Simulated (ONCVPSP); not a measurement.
# u(r) = r·R(r): atom against pseudo-atom (aluminium)

Columns: radius, all-electron u(r) and pseudo u(r) of the 2p shell (level -84.02 eV) of aluminium in the configuration [He] 2s2 2p6 3s1.5; LDA (Perdew-Wang 92), scalar-relativistic, ONCV scheme, ONCVPSP 4.0.1.

```json
{"r (bohr)": "0.062", "all-electron": "0.1799", "pseudo": "0.0615"}
{"r (bohr)": "0.125", "all-electron": "0.5020", "pseudo": "0.2370"}
{"r (bohr)": "0.188", "all-electron": "0.7975", "pseudo": "0.4905"}
{"r (bohr)": "0.250", "all-electron": "1.0129", "pseudo": "0.7672"}
{"r (bohr)": "0.312", "all-electron": "1.1488", "pseudo": "1.0202"}
{"r (bohr)": "0.375", "all-electron": "1.2177", "pseudo": "1.2132"}
{"r (bohr)": "0.438", "all-electron": "1.2326", "pseudo": "1.3209"}
{"r (bohr)": "0.500", "all-electron": "1.2094", "pseudo": "1.3429"}
{"r (bohr)": "0.562", "all-electron": "1.1608", "pseudo": "1.2961"}
{"r (bohr)": "0.625", "all-electron": "1.0948", "pseudo": "1.2007"}
{"r (bohr)": "0.688", "all-electron": "1.0193", "pseudo": "1.0835"}
{"r (bohr)": "0.750", "all-electron": "0.9408", "pseudo": "0.9695"}
{"r (bohr)": "0.812", "all-electron": "0.8616", "pseudo": "0.8695"}
{"r (bohr)": "0.875", "all-electron": "0.7827", "pseudo": "0.7834"}
{"r (bohr)": "0.938", "all-electron": "0.7072", "pseudo": "0.7071"}
{"r (bohr)": "1.000", "all-electron": "0.6371", "pseudo": "0.6370"}
{"r (bohr)": "1.062", "all-electron": "0.5718", "pseudo": "0.5717"}
{"r (bohr)": "1.125", "all-electron": "0.5106", "pseudo": "0.5105"}
{"r (bohr)": "1.188", "all-electron": "0.4547", "pseudo": "0.4546"}
{"r (bohr)": "1.250", "all-electron": "0.4046", "pseudo": "0.4045"}
{"r (bohr)": "1.312", "all-electron": "0.3593", "pseudo": "0.3592"}
{"r (bohr)": "1.375", "all-electron": "0.3178", "pseudo": "0.3178"}
{"r (bohr)": "1.438", "all-electron": "0.2807", "pseudo": "0.2807"}
{"r (bohr)": "1.500", "all-electron": "0.2480", "pseudo": "0.2480"}
{"r (bohr)": "1.562", "all-electron": "0.2189", "pseudo": "0.2189"}
{"r (bohr)": "1.625", "all-electron": "0.1925", "pseudo": "0.1925"}
```

Problem. How many radial nodes do the two functions have?

Solution. The all-electron 2p function has n − l − 1 = 0; the pseudo-wave has 0.

Problem. At about which radius was the pseudo-wave matched?

Solution. 0.95 bohr, where the columns begin to agree (steps of 0.06 bohr).

Problem. Where does each function peak?

Solution. Outermost all-electron maximum near 0.44 bohr, pseudo maximum near 0.50 bohr (to the table’s step).

Problem. Is the pseudo-wave norm-conserving?

Solution. Yes: the ONCV scheme keeps the norm inside the radius equal to the all-electron one, which fixes the energy derivative of the logarithmic derivative at the level.
